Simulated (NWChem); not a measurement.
System: AlAsH4; SMILES [AsH2][AlH2]

NWChem input:

```
start job
memory heap 200 mb stack 900 mb global 1100 mb
geometry units angstroms noautoz
  Al     0.069813    -1.793717    -0.003812
  As     0.128256     0.635710     0.068576
  H     -0.667690     0.746310    -1.227585
  H      1.477962     0.677536    -0.640567
  H      1.367196    -2.625777     0.391700
  H     -1.296531    -2.538795    -0.335278
end
basis spherical
  * library def2-svp
end
dft
  xc xpbe96 cpbe96
  iterations 150
  vectors input atomic output neutral.movecs
end
task dft energy
charge 1
dft
  odft
  mult 2
  vectors input atomic output cation.movecs
end
task dft energy
```

All runs use the structure optimised with PBE0/def2-SVP.

Ions are spin-unrestricted doublets at the neutral geometry; other ion states weren't tried.

### Question
Predict the main results of this run. (PBE/def2-SVP, vertical spin-unrestricted ions.) Quantities: vertical ionisation energy, ΔSCF (eV); −ε(HOMO) (eV).

### Answer
* **vertical ionisation energy, ΔSCF (eV)**: 9.18
* **−ε(HOMO) (eV)**: 6.11
